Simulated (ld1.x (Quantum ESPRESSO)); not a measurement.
**Reading a pseudo-wave (Ba (Z = 56))**

Columns: radius, all-electron u(r) and pseudo u(r) of the 6s shell (level -3.13 eV) of barium in the configuration [Kr] 4d10 5s2 5p6 5d0 6s2 6p0; PBE, non-relativistic, RRKJ scheme, ld1.x (Quantum ESPRESSO) 7.5.

```json
{"r (bohr)": "0.210", "all-electron": "0.0960", "pseudo": "-0.0089"}
{"r (bohr)": "0.420", "all-electron": "-0.0841", "pseudo": "-0.0183"}
{"r (bohr)": "0.630", "all-electron": "-0.1279", "pseudo": "-0.0288"}
{"r (bohr)": "0.840", "all-electron": "0.0228", "pseudo": "-0.0410"}
{"r (bohr)": "1.050", "all-electron": "0.1680", "pseudo": "-0.0556"}
{"r (bohr)": "1.260", "all-electron": "0.2347", "pseudo": "-0.0732"}
{"r (bohr)": "1.470", "all-electron": "0.2258", "pseudo": "-0.0947"}
{"r (bohr)": "1.680", "all-electron": "0.1648", "pseudo": "-0.1209"}
{"r (bohr)": "1.890", "all-electron": "0.0753", "pseudo": "-0.1521"}
{"r (bohr)": "2.100", "all-electron": "-0.0242", "pseudo": "-0.1885"}
{"r (bohr)": "2.310", "all-electron": "-0.1219", "pseudo": "-0.2298"}
{"r (bohr)": "2.520", "all-electron": "-0.2108", "pseudo": "-0.2746"}
{"r (bohr)": "2.730", "all-electron": "-0.2878", "pseudo": "-0.3211"}
{"r (bohr)": "2.940", "all-electron": "-0.3519", "pseudo": "-0.3666"}
{"r (bohr)": "3.150", "all-electron": "-0.4034", "pseudo": "-0.4086"}
{"r (bohr)": "3.360", "all-electron": "-0.4435", "pseudo": "-0.4447"}
{"r (bohr)": "3.570", "all-electron": "-0.4733", "pseudo": "-0.4735"}
{"r (bohr)": "3.780", "all-electron": "-0.4943", "pseudo": "-0.4943"}
{"r (bohr)": "3.990", "all-electron": "-0.5076", "pseudo": "-0.5076"}
{"r (bohr)": "4.200", "all-electron": "-0.5140", "pseudo": "-0.5140"}
{"r (bohr)": "4.410", "all-electron": "-0.5143", "pseudo": "-0.5143"}
{"r (bohr)": "4.620", "all-electron": "-0.5094", "pseudo": "-0.5094"}
{"r (bohr)": "4.830", "all-electron": "-0.5001", "pseudo": "-0.5001"}
{"r (bohr)": "5.040", "all-electron": "-0.4871", "pseudo": "-0.4871"}
{"r (bohr)": "5.250", "all-electron": "-0.4712", "pseudo": "-0.4712"}
{"r (bohr)": "5.460", "all-electron": "-0.4529", "pseudo": "-0.4529"}
```

(1) How many radial nodes do the two functions have?

(2) At about which radius was the pseudo-wave matched?

(3) Is the pseudo-wave norm-conserving?

Results:

(1) The all-electron 6s function has n − l − 1 = 5 (the table is too coarse to show those close to the nucleus); the pseudo-wave has 0, since the states of the same l below it are removed with the core.

(2) 4.20 bohr. The columns agree to 0.0005 from 3.57 bohr on; several derivatives are matched, so the curves merge somewhat inside the radius.

(3) Yes: the RRKJ scheme keeps the norm inside the radius equal to the all-electron one, which fixes the energy derivative of the logarithmic derivative at the level.
